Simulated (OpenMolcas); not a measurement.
W4+: moving or changing the point charges

W4+ among 3 point charges of -3 e arranged as a planar triangle (D3h), 2 Å from the ion.
```
   2.0000    0.0000    0.0000  -3.00
  -1.0000    1.7321    0.0000  -3.00
  -1.0000   -1.7321    0.0000  -3.00
```

| Item | Value |
| --- | --- |
| Program | OpenMolcas |
| Method | CASSCF |
| Basis | ANO-RCC-VDZP [7s6p4d2f1g] |
| Scalar Hamiltonian | DKH2, point nucleus |
| Active space | 2 electrons in 5 orbitals (5d) |
| State averaging | 2S+1 = 3 even, 10 roots; 2S+1 = 1 even, 15 roots |
| Spin-orbit coupling | state interaction with AMFI integrals over the reference wave functions |

Runs around this geometry, states (labels of D3, the rotations of D3h). Energies in cm-1 above the lowest state or level, χT in cm3 K/mol.

| R (Å) | q (e) | Ground state | First state of that spin | First gap with spin-orbit (degeneracies) | χT at 300 K | First state of another spin |
| --- | --- | --- | --- | --- | --- | --- |
| 2.12 | -2.4 | 3E | 3A2 3907 | 3281 (1, 2) | 0.026 | 1A1 5808 |
| 2 | -3 | 1A1 | 1E 10131 | 3900 (1, 1) | 0.042 | 3E 178.0 |
| 2.34 | -3 | 3E | 3A2 3935 | 3206 (1, 2) | 0.027 | 1A1 5778 |

The ground state changes within this set.

Without dynamic correlation the repulsion within the d shell is too large (B by tens of per cent), so at a given field states of lower spin stand too high. An orbital doublet at a regular site is open to a Jahn-Teller distortion, which this geometry leaves out (holds for R = 2.12, q = -2.4; R = 2.34, q = -3). Spin-orbit coupling mixes the spin-free states strongly: the lowest level takes only 64 % from its leading state, 3E, which lies 178 cm-1 above the lowest spin-free state (holds for R = 2, q = -3). Point charges carry no covalency, so the field is a model and not that of real ligands. No measured value stands beside these numbers.
